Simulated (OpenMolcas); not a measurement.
A run on Mo2+ among 4 point charges of -2 e arranged as a tetrahedron (Td), 2.04 Å from the ion.

```
Program             : OpenMolcas
Method              : SS-CASPT2, IPEA 0.25 Eh, imaginary shift 0.1 Eh (closed shells correlated: 4s 4p)
Basis               : ANO-RCC-VTZP [7s6p4d2f1g]
Scalar Hamiltonian  : DKH2, point nucleus
Active space        : 4 electrons in 5 orbitals (4d)
State averaging     : 2S+1 = 5 even, 5 roots; 2S+1 = 3 even, 45 roots; 2S+1 = 1 even, 50 roots
Spin-orbit coupling : RASSI with atomic mean-field integrals over the reference wave functions
```

First CASPT2 step and the start of its output:

```
&CASPT2
Multistate=5 1 2 3 4 5
NoMult
Frozen=14
IPEA=0.25
Imaginary=0.1
MaxIter=60
WThr=0.0 0.3 0.05
PrWF=0.5
NoMix
```

```
--- CASPT2 ---
Orbital specifications:
      -----------------------

      Symmetry species                           1
                                                 a
      Frozen orbitals                           14
      Inactive orbitals                          4
      Active orbitals                            5
      Secondary orbitals                        45
      Deleted orbitals                           0
      Number of basis functions                 68
Type of calculation                        SS-CASPT2
      Fock operator                              state-specific
      IPEA shift                                 0.25
      Real shift                                 0.00
      Imaginary shift                            0.10
      The input orbitals will be transformed to quasi-canonical
Reference energy:       -4049.1863232724
      E2 (Non-variational):      -0.3377027078
      Shift correction:          -0.0017357570
      E2 (Variational):          -0.3394384649
      Total energy:           -4049.5257617372
      Residual norm:              0.0000006113
      Reference weight:           0.89965
      Contributions to the CASPT2 correlation energy
      Active & Virtual Only:         -0.0476222013
      One Inactive Excited:          -0.1453245063
      Two Inactive Excited:          -0.1447560003
Reference energy:       -4049.1863232724
      E2 (Non-variational):      -0.3369459276
      Shift correction:          -0.0012830074
      E2 (Variational):          -0.3382289351
      Total energy:           -4049.5245522074
      Residual norm:              0.0000007003
      Reference weight:           0.90618
      Contributions to the CASPT2 correlation energy
      Active & Virtual Only:         -0.0469071573
...
```

Over all roots the printed reference weights run from 0.59 to 0.91, and roots that are degenerate in the reference spread by up to 3400 cm-1.

Problem. Did the run give usable levels, and if not, why?

Solution. No. The equations converged, but the reference weight falls to 0.59 for at least one root against 0.91 for the best. A drop of that size marks an intruder state, so the energies of such roots and the levels built on them can't be trusted.
